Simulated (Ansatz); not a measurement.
`C#CC[SeH]` + H₂ → `C[SeH]` + acetylene at 298.15 K and 1 bar (hydrogenolysis of a C–C bond).

Calculated with Ansatz (gas phase, PBE0-D4/def2-TZVP geometries, no zero-point term in ΔE). CBS: MP2 limit from def2 TZ/QZ plus the TZ coupled-cluster correction, frozen cores. This one scheme is used for every species. For Se outer-core shells are correlated without core-valence functions, which leaves a few kJ/mol of doubt a bond. Scalar relativity is left out up to krypton. One conformer a species, not always the lowest.

| species | CCSD(T)/CBS energy (Eh) | H − E (kJ/mol) | S (J/(mol·K)) |
| --- | --- | --- | --- |
| `C#CC[SeH]` | -2517.19031 | 159.7 | 314.3 |
| H₂ | -1.17544 | 35.1 | 130.4 |
| `C[SeH]` | -2441.15625 | 129.5 | 267.5 |
| `C#C` | -77.22717 | 80.8 | 200.2 |

H − E and S are ideal-gas, rigid-rotor, harmonic terms from PBE0-D4/def2-TZVP, for one conformer and one mirror image of each species. The MP2-based limit puts H₂ 0.8 mEh under its directly extrapolated value; such offsets cancel only in part. 1 Eh = 2625.50 kJ/mol, R = 8.31446 J/(mol·K).

Q: By hand: ΔE, ΔH, ΔS and ΔG.

A: ΔE = (-2441.15625) + (-77.22717) − (-2517.19031) − (-1.17544) = -0.01767 Eh = -46.4 kJ/mol. Δ(H − E) = 129.5 + 80.8 − 159.7 − 35.1 = 15.5, so ΔH = -30.9 kJ/mol. ΔS = 267.5 + 200.2 − 314.3 − 130.4 = 23.0 J/(mol·K). ΔG = -30.9 − 298.15 × (23.0)/1000 = -37.8 kJ/mol.

Q: By hand: the equilibrium constant, and the temperature at which ΔG would vanish if ΔH and ΔS stayed fixed.

A: log₁₀ K = −ΔG/(RT ln 10) = 6.6. ΔH and −TΔS have one sign here, so there is no such temperature.

ΔH outweighs TΔS. A doubt of 5 kJ/mol in ΔE shifts log₁₀ K by 0.9 here. Other conformers and mirror images would add mixing entropy, several J/(mol·K) or more a flexible species. These are equilibria of isolated gas molecules and say nothing of rates. Largest T1 diagnostic: 0.013 (customary marks: 0.02 for closed shells, 0.045 for open ones).
